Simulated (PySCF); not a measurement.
Electron correlation in Ga (gallium, neutral)

[Ar] 3d10 4s2 4p1, 2P determinant. All numbers are calculated (PySCF 2.14, the spin-free X2C one-electron Hamiltonian (Gaussian nucleus), in Sapporo-DKH3-DZP-2012 (6s5p3d1f, 43 functions)). Frozen: [Ar] 3d10; 3 electrons correlated.

MP2 pair energies summed by pair of shells (mhartree):

```tsv
pair	energy	share (%)
4s-4s	-16.89	59.6
4s-4p	-11.44	40.4
```

Total MP2 correlation energy: -28.33 mhartree.

Same-spin part -2.17 and opposite-spin part -26.16 mhartree; SCS-MP2 scales them by 1/3 and 6/5 to -32.12 mhartree.

| level | correlation energy (mhartree) |
| --- | --- |
| CCSD | -42.42 |
| (T) | -0.52 |
| CCSD(T) | -42.94 |

Diagnostics: T1 = 0.011, D1 = 0.0263, largest double amplitude 0.075.

**Question.** Is a single reference adequate?

**Answer.** Mostly. T1 lies below 0.03, but a double amplitude of this size points to a near-degeneracy that CCSD handles and MP2 describes poorly.
